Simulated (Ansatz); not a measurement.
The first iterations of a band of CH3AlOS (7 atoms, charge 0, multiplicity 1).

All numbers below come from Ansatz, RKS B3LYP/def2-SVP.

```yaml
movable_images: 5
climbing_image: yes
spring: 5.0 eV/Å²
optimiser: quadratic models (default)
start_path: through a guess of the saddle point
force_threshold: 0.05 eV/Å
iteration_limit: 60
end_points: relaxed
```

Initial state:

```xyz
7
Properties=species:S:1:pos:R:3
C -0.460 0.859 -0.034
O 0.320 0.262 0.968
Al 0.690 -1.207 0.105
S -0.504 -0.360 -1.504
H -0.023 1.805 -0.395
H -1.500 1.030 0.293
H 1.539 -2.457 0.521
```

Final state:

```xyz
7
Properties=species:S:1:pos:R:3
C -0.286 0.553 0.001
O 0.483 -0.511 0.599
Al 0.546 -1.963 -0.996
S -0.734 -0.088 -1.641
H 0.329 1.465 -0.070
H -1.177 0.762 0.616
H 0.900 -0.285 1.445
```

| iteration | highest image above the first end (eV) | largest band force component (eV/Å) |
| --- | --- | --- |
| 1 | 6.368 | 17.703 |
| 2 | 3.693 | 7.162 |
| 3 | 2.930 | 3.831 |

Problem. Does the band converge within its limit, and where does its top end?

Solution. The run converged. It ended after 9 iterations with the highest image 2.982 eV above the first end. Neighbouring images differ by up to 1.6 eV, so the band resolves the path poorly. A vibrational analysis at the climbing image gives one clearly imaginary mode, 1406i cm⁻¹: a first-order saddle point. The orbitals stay closed-shell, which can raise the energy where a bond breaks towards radicals; this wasn't checked here.

The run took 4.1 min on 1 thread of Arm Neoverse N1, on a shared host, peak memory 0.16 GiB.
